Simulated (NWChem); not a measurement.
System meant: Ge2H5Cl; SMILES [Cl][GeH2][GeH3]

The following NWChem deck was run.

```
start job
memory heap 200 mb stack 900 mb global 1100 mb
geometry units angstroms noautoz
  Cl     0.970492    -2.009059     0.196182
  Ge    -0.714068    -0.618135    -0.015683
  Ge     0.246532     1.620132    -0.003867
  H     -1.423969    -0.980286    -1.347017
  H     -1.666445    -0.889274     1.178905
  H      0.995599     1.843424     1.331598
  H      1.239591     1.752128    -1.183153
  H     -0.870847     2.686133    -0.150920
end
basis spherical
  Cl library def2-svp
  Ge library def2-svp
  H library def2-svp
end
dft
  odft
  mult 2
  xc xpbe96 cpbe96
  iterations 150
  mulliken
end
task dft energy
```

End of the output:

```
 ==============================================================================
                                 internuclear angles
 ------------------------------------------------------------------------------
        center 1       |       center 2       |       center 3       |  degrees
 ------------------------------------------------------------------------------
    1 Cl               |   2 Ge               |   3 Ge               |   106.21
    1 Cl               |   2 Ge               |   4 H                |   106.62
    1 Cl               |   2 Ge               |   5 H                |   106.62
    3 Ge               |   2 Ge               |   4 H                |   113.52
    3 Ge               |   2 Ge               |   5 H                |   113.52
    4 H                |   2 Ge               |   5 H                |   109.81
    2 Ge               |   3 Ge               |   6 H                |   109.13
    2 Ge               |   3 Ge               |   7 H                |   109.13
    2 Ge               |   3 Ge               |   8 H                |   110.30
    6 H                |   3 Ge               |   7 H                |   109.56
    6 H                |   3 Ge               |   8 H                |   109.35
    7 H                |   3 Ge               |   8 H                |   109.35
 ------------------------------------------------------------------------------
                            number of included internuclear angles:         12
 ==============================================================================

 Summary of "ao basis" -> "" (spherical)
 ------------------------------------------------------------------------------
       Tag                 Description            Shells   Functions and Types
 ---------------- ------------------------------  ------  ---------------------
 Cl                         def2-svp                 8       18   4s3p1d
 Ge                         def2-svp                12       32   5s4p3d
 H                          def2-svp                 3        5   2s1p

  pbe96 is a nonlocal functional; adding pw91lda local functional.

                                 NWChem DFT Module
                                 -----------------

 Summary of "ao basis" -> "ao basis" (spherical)
 ------------------------------------------------------------------------------
       Tag                 Description            Shells   Functions and Types
 ---------------- ------------------------------  ------  ---------------------
 Cl                         def2-svp                 8       18   4s3p1d
 Ge                         def2-svp                12       32   5s4p3d
 H                          def2-svp                 3        5   2s1p

      Symmetry analysis of basis
      --------------------------

        a'         71
        a"         36

  number of electrons :                   86
  multiplicity        :                    2
 ------------------------------------------------------------------------
  no. of electrons and multiplicity not compatible                  86
 ------------------------------------------------------------------------
 ------------------------------------------------------------------------
  current input line :
    25: task dft energy
 ------------------------------------------------------------------------
 ------------------------------------------------------------------------
 There is an error in the input file
 ------------------------------------------------------------------------
 For more information see the NWChem manual at https://nwchemgit.github.io

0: no. of electrons and multiplicity not compatible:Received an Error in Communication
```

Problem. What is wrong, and how is it mended?

Solution. The input was rejected before any calculation. Cause: the multiplicity doesn't fit the number of electrons (an even count wants an odd multiplicity, and the reverse). This input runs:
```
start job
memory heap 200 mb stack 900 mb global 1100 mb
geometry units angstroms noautoz
  Cl     0.970492    -2.009059     0.196182
  Ge    -0.714068    -0.618135    -0.015683
  Ge     0.246532     1.620132    -0.003867
  H     -1.423969    -0.980286    -1.347017
  H     -1.666445    -0.889274     1.178905
  H      0.995599     1.843424     1.331598
  H      1.239591     1.752128    -1.183153
  H     -0.870847     2.686133    -0.150920
end
basis spherical
  Cl library def2-svp
  Ge library def2-svp
  H library def2-svp
end
dft
  xc xpbe96 cpbe96
  iterations 150
  mulliken
end
task dft energy
```
It converges to -4615.74545 Ha (PBE/def2-SVP).
